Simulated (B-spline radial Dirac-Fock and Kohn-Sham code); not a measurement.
Successive ionisation energies of erbium: Dirac-Fock against NIST

Calculated with an atomic code on a B-spline grid, using ΔSCF Dirac-Fock with Breit, self-energy and vacuum polarisation, finite nucleus, configuration average. Each value is the difference of the configuration-average energies of two neighbouring ions in their tabulated ground configurations. Electron correlation is not included. NIST's values refer to the lowest levels; many for high charge states are themselves semi-empirical or theoretical. Where a p, d or f shell is open in either ion the computed value averages over both j values and all terms, while the table refers to the lowest levels; that difference holds spin-orbit splitting (largest in heavy or highly charged ions), term energies where several electrons share open shells, and correlation, and it can reach 10 % or more.

```
  ion      configuration  computed (eV)     NIST (eV)            kind  NIST − computed (eV)
Er²⁶⁺           [Kr] 4d6          947.9       943 ± 4     theoretical                 -4.94
Er²⁷⁺           [Kr] 4d5          993.2       989 ± 4     theoretical                 -4.17
Er²⁸⁺           [Kr] 4d4         1039.0      1046 ± 4     theoretical                 +6.95
Er²⁹⁺           [Kr] 4d3         1085.6      1092 ± 4     theoretical                 +6.44
Er³⁰⁺           [Kr] 4d2         1132.7      1142 ± 4     theoretical                 +9.28
Er³¹⁺           [Kr] 4d1         1180.5      1188 ± 4     theoretical                 +7.50
Er³²⁺  [Ar] 3d10 4s2 4p6         1389.7      1370 ± 4     theoretical                -19.68
Er³³⁺  [Ar] 3d10 4s2 4p5         1438.1      1416 ± 5     theoretical                -22.06
Er³⁴⁺  [Ar] 3d10 4s2 4p4         1486.9      1468 ± 5     theoretical                -18.91
Er³⁵⁺  [Ar] 3d10 4s2 4p3         1536.2      1516 ± 5     theoretical                -20.23
Er³⁶⁺  [Ar] 3d10 4s2 4p2         1586.0      1625 ± 5     theoretical                +38.98
Er³⁷⁺  [Ar] 3d10 4s2 4p1         1636.3      1678 ± 4     theoretical                +41.72
Er³⁸⁺      [Ar] 3d10 4s2         1803.4      1803 ± 4     theoretical                 -0.36
Er³⁹⁺      [Ar] 3d10 4s1         1857.7  1858.5 ± 0.5  semi-empirical                 +0.75
Er⁴⁰⁺          [Ar] 3d10         3174.4      3157 ± 4     theoretical                -17.44
Er⁴¹⁺           [Ar] 3d9         3289.1      3265 ± 4     theoretical                -24.11
```

Q: Where in this range is the largest relative jump, and why?

A: From Er³⁹⁺ (1857.7 eV) to Er⁴⁰⁺ (3174.4 eV), a factor of 1.71. The configuration goes from [Ar] 3d10 4s1 to [Ar] 3d10, so the next electron comes out of a deeper subshell.
